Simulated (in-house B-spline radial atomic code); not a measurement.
RPA and G0W0 for C III (C2+), [He] 2s2, as one setting changes: the radius of a hard wall (bohr). Start: Hartree-Fock. A dash marks a level of low quasi-particle weight. Computed with a B-spline radial code for spherical atoms: all electrons, non-relativistic, point nucleus, each spin shell either full or empty, empty states to l = 9 with an (l + 1/2)⁻⁴ tail; G0W0 by contour deformation at full frequency.

```csv
radius of a hard wall (bohr),mean-field level (eV),G0W0 level (eV),RPA correlation (Eh)
2,-30.68,2s -33.13,-0.20013
2.5,-41.06,2s -43.08,-0.1817
3,?,?,?
3.5,-45.58,2s -47.19,-0.16948
4,-45.94,2s -47.48,-0.16798
5,-46.09,2s -47.57,-0.16729
6,?,?,?
8,-46.10,2s -47.57,-0.16722
12,-46.10,2s -47.57,-0.16721
```

What belongs in the row for 6?

mean-field level (eV): -46.10; G0W0 level (eV): 2s -47.57; RPA correlation (Eh): -0.16723.

What belongs in the row for 3?

mean-field level (eV): -44.45; G0W0 level (eV): 2s -46.21; RPA correlation (Eh): -0.17324.
